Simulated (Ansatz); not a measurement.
Consider the substitution at a C–B bond: `BC(C)=C=C` + HCl → `C=C=C(C)Cl` + BH₃.

Program: Ansatz. Geometries: PBE0-D4/def2-TZVP. ΔE: electronic, gas phase. CCSD(T)/CBS adds triple-zeta CCSD(T) − MP2 to the extrapolated MP2 energy (def2 sets, frozen cores). This one scheme is used for every species. Functionals use def2-TZVPP. B3LYP here is the variant with VWN-RPA as its local correlation; programs differ in this.

Task: Is it downhill or uphill in electronic energy at CCSD(T)/CBS, and by how much? (Best estimate.)

Result: Computed: Uphill: ΔE = +24.2 kcal/mol.

Task: What do these levels give: PBE-D4, PBE0-D4, B3LYP-D4, ωB97X-V, B2PLYP, PBE, r2SCAN, HF/def2-TZVPP, HF/def2-QZVPP, MP2/def2-QZVPP, SCS-MP2/def2-QZVPP, HF/CBS(def2)? (An estimate is asked.)

Result: Ansatz gave: PBE-D4 24.8, PBE0-D4 25.0, B3LYP-D4 24.1, ωB97X-V 23.6, B2PLYP 24.2, PBE 24.8, r2SCAN 25.2, HF/def2-TZVPP 23.7, HF/def2-QZVPP 23.8, MP2/def2-QZVPP 24.4, SCS-MP2/def2-QZVPP 23.3, HF/CBS(def2) 23.8 kcal/mol.

Largest T1 diagnostic among the species: 0.012.
